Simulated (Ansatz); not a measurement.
Tetramethylammonium mesylate (C5H15NO3S). The state is a singlet with charge 0. Geometry PBE-D4/def2-SVP.

```xyz
25

C    -0.9341   -2.1906   -3.3765
S    -0.5247   -1.2314   -1.8987
O     0.4355   -2.0873   -1.1072
O     0.1036    0.0471   -2.4007
O    -1.8348   -1.0015   -1.1832
H    -1.4108   -3.1335   -3.0522
H    -1.6284   -1.5912   -3.9931
H     0.0038   -2.3930   -3.9250
C     0.2481   -0.6643    1.5901
N     0.3406    0.7990    1.2317
C    -0.9841    1.2658    0.6791
C     1.4161    0.9944    0.1909
C     0.6789    1.5919    2.4542
H     0.1599   -1.2664    0.6538
H     1.1729   -0.9428    2.1286
H    -0.6319   -0.8059    2.2433
H    -1.7206    1.2557    1.5039
H    -0.8558    2.2936    0.2939
H    -1.3113    0.5674   -0.1285
H     2.3441    0.5202    0.5585
H     1.0816    0.5393   -0.7724
H     1.5690    2.0816    0.0582
H     1.6778    1.2887    2.8179
H    -0.0792    1.3958    3.2346
H     0.6838    2.6674    2.1988
```

(1) Estimate the orbital energies around the gap (eV) in Ansatz with HF/STO-3G, PBE-D4/def2-SVP, PBE-D4/def2-TZVP, r2SCAN-D4/def2-TZVP, PBE0-D4/def2-TZVP.

## Answers

(1) 
```csv
orbital,HF/STO-3G,PBE-D4/def2-SVP,PBE-D4/def2-TZVP,r2SCAN-D4/def2-TZVP,PBE0-D4/def2-TZVP
HOMO−13,-14.86,-10.08,-10.20,-10.59,-11.77
HOMO−12,-14.86,-10.08,-10.20,-10.59,-11.77
HOMO−11,-14.68,-9.98,-10.06,-10.45,-11.59
HOMO−10,-13.69,-9.73,-9.82,-10.24,-11.43
HOMO−9,-13.69,-9.69,-9.82,-10.23,-11.43
HOMO−8,-13.09,-9.69,-9.79,-10.15,-11.31
HOMO−7,-10.63,-8.75,-8.98,-9.41,-10.66
HOMO−6,-10.63,-8.75,-8.98,-9.41,-10.66
HOMO−5,-5.42,-6.21,-6.64,-7.01,-8.32
HOMO−4,-5.42,-6.21,-6.64,-7.01,-8.32
HOMO−3,-4.95,-5.43,-5.76,-6.04,-7.29
HOMO−2,-4.67,-5.24,-5.70,-6.03,-7.29
HOMO−1,-4.37,-5.24,-5.70,-6.03,-7.19
HOMO,-4.37,-4.23,-4.69,-5.03,-6.30
LUMO,11.79,-0.52,-0.88,-0.34,-0.05
LUMO+1,12.58,0.73,0.12,0.76,1.07
LUMO+2,12.58,0.73,0.40,1.10,1.28
LUMO+3,12.82,0.88,0.40,1.11,1.29
LUMO+4,13.53,1.32,0.72,1.45,1.63
LUMO+5,16.06,1.89,1.26,2.08,2.13
```
